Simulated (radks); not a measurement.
Species: Cs4+. Configuration: [Kr] 4d10 5s2 5p3. All-electron calculation, non-relativistic Kohn-Sham, revTPSS, spin-polarised, spherical densities, point nucleus; open shells are filled with parallel spins first (spin-orbit coupling, left out, can overturn this in heavy ions); meta-GGA in the generalised Kohn-Sham scheme; relativity is left out, which matters for an element this heavy. Program: a radial shooting solver on a logarithmic mesh with Libxc functionals.

Normalised radial functions P(r) = r R(r), r in bohr:

```
   r/bohr * 4p up, o 4d up, + 5s up (the largest magnitude, 1.33, reaches the edge; | marks zero, & curves that meet)
 0.004251                             & +
 0.006444                             o*+
 0.009847                             o* +
  0.01493                             o  &
  0.02263                             o +  *
  0.03457                             +o      *
  0.05241                          +  |  o      *
  0.07945                         +   |     o  *
   0.1214                           +*|          o
    0.184                *            |    +        o
    0.279                 *           |    + o
   0.4263                  o     +    |         *
   0.6462     o              +        |                          *
   0.9796         o                   |     +            *
    1.497                     o       |    *             +
    2.269                            o*           +
     3.44                             &  +
    5.256                             &
```

4p up: eigenvalue -200.83 eV, 2 radial nodes at r = 0.119, 0.363 bohr, <r> = 0.751 bohr, 90 % of the charge inside 1.09 bohr. 4d up: eigenvalue -120.33 eV, 1 radial node at r = 0.334 bohr, <r> = 0.829 bohr, 90 % of the charge inside 1.25 bohr. 5s up: eigenvalue -64.809 eV, 4 radial nodes at r = 0.0354, 0.136, 0.356, 0.857 bohr, <r> = 1.71 bohr, 90 % of the charge inside 2.42 bohr.
